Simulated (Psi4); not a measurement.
C$_{4}$H$_{3}$O, doublet, geometry from GFN2-xTB; BHHLYP/STO-3G in Psi4 1.11.

Psi4 was given this input:
```
memory 2 GB

molecule {
0 2
O     0.00320980    0.03712410    1.10077705
C    -0.00470459    1.13278412    0.30613156
C     0.00607725   -1.03890390    0.29073263
C    -0.00668530    0.73246643   -0.98335742
C     0.00019942   -0.67268721   -1.02298200
H    -0.00805670    2.09460371    0.77436666
H     0.01233026   -2.00397519    0.75783522
H     0.00072736   -1.30957797   -1.88156691
}

set {
  basis sto-3g
  reference uks
  scf_type pk
  puream true
  d_convergence 1e-8
  dft_radial_points 99
  dft_spherical_points 590
}

energy('bhhlyp')
print_variables()
```

The log (banner, timings and long lists left out):

```
   => Loading Basis Set <=

    Name: STO-3G
    Role: ORBITAL
    Keyword: BASIS

         ---------------------------------------------------------
                                   SCF
               by Justin Turney, Rob Parrish, Andy Simmonett
                          and Daniel G. A. Smith
                              UKS Reference
         ---------------------------------------------------------

  ==> Geometry <==

    Molecular point group: c1
    Full point group: C1

    Geometry (in Angstrom), charge = 0, multiplicity = 2:

       Center              X                  Y                   Z               Mass
    ------------   -----------------  -----------------  -----------------  -----------------
         O            0.003284079772     0.019080958017     1.095688396740    15.994914619570
         C           -0.004630310228     1.114740978017     0.301042906740    12.000000000000
         C            0.006151529772    -1.056947041983     0.285643976740    12.000000000000
         C           -0.006611020228     0.714423288017    -0.988446073260    12.000000000000
         C            0.000273699772    -0.690730351983    -1.028070653260    12.000000000000
         H           -0.007982420228     2.076560568017     0.769278006740     1.007825032230
         H            0.012404539772    -2.022018331983     0.752746566740     1.007825032230
         H            0.000801639772    -1.327621111983    -1.886655563260     1.007825032230

  Running in c1 symmetry.

  Rotational constants: A =      0.35838  B =      0.31328  C =      0.16716 [cm^-1]
  Rotational constants: A =  10743.83009  B =   9391.90545  C =   5011.24164 [MHz]
  Nuclear repulsion =  153.517578619967395

  Charge       = 0
  Multiplicity = 2
  Electrons    = 35
  Nalpha       = 18
  Nbeta        = 17

  ==> Algorithm <==

  SCF Algorithm Type is PK.
  DIIS enabled.
  MOM disabled.
  Fractional occupation disabled.
  Guess Type is SAD.
  Energy threshold   = 1.00e-06
  Density threshold  = 1.00e-08
  Integral threshold = 1.00e-12

  ==> Primary Basis <==

  Basis Set: STO-3G
    Blend: STO-3G
    Number of shells: 18
    Number of basis functions: 28
    Number of Cartesian functions: 28
    Spherical Harmonics?: true
    Max angular momentum: 1

  ==> DFT Potential <==

   => LibXC <=

    Version 7.1.2
    S. Lehtola, C. Steigemann, M. J. T. Oliveira, and M. A. L. Marques,  SoftwareX 7, 1–5 (2018) (10.1016/j.softx.2017.11.002)

   => Composite Functional: BHANDHLYP <=

    BHandHLYP Hyb-GGA Exchange-Correlation Functional

    A. D. Becke,  J. Chem. Phys. 98, 1372 (1993) (10.1063/1.464304)
    Defined through Gaussian implementation.

    Deriv               =              1
    GGA                 =           TRUE
    Meta                =          FALSE

    Exchange Hybrid     =           TRUE
    MP2 Hybrid          =          FALSE

   => Exchange Functionals <=

    0.5000         Becke 88

   => Exact (HF) Exchange <=

    0.5000               HF

   => Correlation Functionals <=

    1.0000   Lee, Yang & Parr

   => LibXC Density Thresholds  <==

    XC_HYB_GGA_XC_BHANDHLYP:  1.00E-15

   => Molecular Quadrature <=

    Radial Scheme          =       TREUTLER
    Pruning Scheme         =           NONE
    Nuclear Scheme         =       TREUTLER

    Blocking Scheme        =         OCTREE
    BS radius alpha        =              1
    Pruning alpha          =              1
    Radial Points          =             99
    Spherical Points       =            590
    Total Points           =         433783
    Total Blocks           =           3073
    Max Points             =            256
    Max Functions          =             28
    Weights Tolerance      =       1.00E-15

  ==> Integral Setup <==

  Using in-core PK algorithm.
   Calculation information:
      Number of atoms:                   8
      Number of AO shells:              18
      Number of primitives:             54
      Number of atomic orbitals:        28
[...]
   @UKS iter   1:  -226.24414490276158   -2.17662e+00   6.76125e-03 DIIS/ADIIS
   @UKS iter   2:  -226.25593117342197   -1.17863e-02   5.71175e-03 DIIS/ADIIS
   @UKS iter   3:  -226.27149779593697   -1.55666e-02   1.19863e-03 DIIS/ADIIS
   @UKS iter   4:  -226.27232825657700   -8.30461e-04   5.74684e-04 DIIS/ADIIS
   @UKS iter   5:  -226.27257234364944   -2.44087e-04   2.00939e-04 DIIS/ADIIS
   @UKS iter   6:  -226.27269894777984   -1.26604e-04   1.36564e-04 DIIS/ADIIS
   @UKS iter   7:  -226.27280222393463   -1.03276e-04   8.73174e-05 DIIS
   @UKS iter   8:  -226.27283939186600   -3.71679e-05   5.28011e-05 DIIS
   @UKS iter   9:  -226.27285771815536   -1.83263e-05   2.70512e-05 DIIS
   @UKS iter  10:  -226.27286144942403   -3.73127e-06   1.56531e-05 DIIS
   @UKS iter  11:  -226.27286240000981   -9.50586e-07   5.11813e-06 DIIS
   @UKS iter  12:  -226.27286249176933   -9.17595e-08   1.21270e-06 DIIS
   @UKS iter  13:  -226.27286249431342   -2.54408e-09   2.40030e-07 DIIS
   @UKS iter  14:  -226.27286249438768   -7.42659e-11   8.71635e-08 DIIS
   @UKS iter  15:  -226.27286249438959   -1.90425e-12   6.90022e-08 DIIS
   @UKS iter  16:  -226.27286249439237   -2.78533e-12   1.42329e-08 DIIS
   @UKS iter  17:  -226.27286249439263   -2.55795e-13   5.03949e-09 DIIS
  Energy and wave function converged.

  ==> Post-Iterations <==

   Electrons on quadrature grid:
      Nalpha   =   18.0000000376 ; deviation = 3.762e-08
      Nbeta    =   17.0000000643 ; deviation = 6.432e-08
      Ntotal   =   35.0000001019 ; deviation = 1.019e-07

   @Spin Contamination Metric:   2.402777872E-02
   @S^2 Expected:                7.500000000E-01
   @S^2 Observed:                7.740277787E-01
   @S   Expected:                5.000000000E-01
   @S   Observed:                5.000000000E-01

    Orbital Energies [Eh]
    ---------------------

    Alpha Occupied:

[...]
    Alpha Virtual:

[...]
      28A      0.899659

    Beta Occupied:

[...]
    Beta Virtual:

[...]
    Final Occupation by Irrep:
              A
    DOCC [    17 ]
    SOCC [     1 ]
    NA   [    18 ]
    NB   [    17 ]

  @UKS Final Energy:  -226.27286249439263

   => Energetics <=

    Nuclear Repulsion Energy =            153.5175786199673951
    One-Electron Energy =                -611.4022766479345137
    Two-Electron Energy =                 247.8708050051762939
    DFT Exchange-Correlation Energy =     -16.2589694716017696
    Empirical Dispersion Energy =           0.0000000000000000
    VV10 Nonlocal Energy =                  0.0000000000000000
    Total Energy =                       -226.2728624943926263

  UHF NO Occupations:
  HONO-2 :   16  A 1.9984147
  HONO-1 :   17  A 1.9903647
  HONO-0 :   18  A 1.0000000
  LUNO+0 :   19  A 0.0096353
  LUNO+1 :   20  A 0.0015853
  LUNO+2 :   21  A 0.0003941
  LUNO+3 :   22  A 0.0002734

Computation Completed

Properties will be evaluated at   0.000000,   0.000000,   0.000000 [a0]

Properties computed using the SCF density matrix

 Multipole Moments:

 ------------------------------------------------------------------------------------
     Multipole            Electronic (a.u.)      Nuclear  (a.u.)        Total (a.u.)
 ------------------------------------------------------------------------------------

 L = 1.  Multiply by 2.5417464519 to convert [e a0] to [Debye]
 Dipole X            :         -0.0043690            0.0049129            0.0005439
 Dipole Y            :          1.0778701           -1.1933809           -0.1155108
 Dipole Z            :          0.3261566           -0.3365657           -0.0104090
 Magnitude           :                                                    0.1159801

 ------------------------------------------------------------------------------------

  Variable Map:
  ----------------------------------------------------------------------------
[...]
  Array Variable Map:
  ----------------------------------------------------------------------------
[...]
[...]
```
